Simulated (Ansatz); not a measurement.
Frontier orbitals of CH₇GeN, SMILES `N[CH2][GeH3]`.

Cartesian coordinates in Å:
```
N -1.104 -0.529 -0.928
C -0.065 0.436 -0.601
Ge 0.639 0.076 1.198
H -0.725 -1.467 -0.975
H -1.516 -0.330 -1.831
H 0.775 0.478 -1.310
H -0.506 1.436 -0.574
H 1.090 -1.396 1.273
H -0.442 0.319 2.262
H 1.855 0.977 1.487
```

Charge 0, multiplicity 1. Correlated methods include outer-core shells of Ge, which these sets cover unevenly. Scalar relativity is left out up to krypton. The geometry is a stationary point of PBE0-D4/def2-TZVP. It is one conformer, not always the lowest. Basis def2-TZVPP, Ansatz 0.2.0.

Orbital energies of one run (eV). Highest occupied ones, from the top: -6.29, -8.22, -8.76, -8.84, -10.77, -12.12, -12.98, -14.42, -17.93, -24.06, -31.48, -31.48, -31.54, -31.56. Empty: 0.75, 1.33, 1.51, 1.77, 2.22, 2.83.

Task: Which functional gave them?
A. r2SCANh
B. ωB97M-V
C. ωB97X-V
D. BLYP

Result: A. HOMO energies: r2SCANh -6.29, ωB97M-V -9.28, BLYP -5.36, ωB97X-V -9.37 eV.
